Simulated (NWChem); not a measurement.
Species: BHOClF; SMILES OB(F)Cl

```xyz
5

B      0.0198    -0.4210     0.0000
F     -1.1253    -1.0911     0.0000
Cl    -0.0253     1.3311     0.0000
O      1.1993    -1.0571     0.0000
H      1.1046    -2.0168     0.0000
```
Atoms are numbered in this order, from 1.

Program: NWChem. Pople sets run with spherical d functions. Coordinates come from a PBE0/def2-SVP optimisation. Isotropic polarisability at PBE0/6-31+G*. A Cauchy series cut after its second term is a line in ω².

```
row      ω² (10⁻³ Ha²)  α (bohr³)
-------  -------------  ---------
static            0.00      27.24
1065 nm           1.83      27.42
589 nm            5.98      27.85
400 nm           12.97   withheld
```

Fit a straight line of the last column on the one before it, predict the withheld value, and compare with the run.


1. Means of the 3 shown rows: x = 2.603, y = 27.503. Slope Σ(x − x̄)(y − ȳ)/Σ(x − x̄)² = 1.921/18.78 = 0.1023; intercept 27.237.
2. The shown rows scatter about the line by 0.003 (root mean square); the largest residual is 0.00, at 1065 nm.
3. At x = 12.97 (400 nm; beyond the shown range) the line gives 28.56.
4. The run gives 28.63, +0.07 from the line. The intercept estimates α(0), and the slope, 102 bohr³/Ha², the next Cauchy moment.
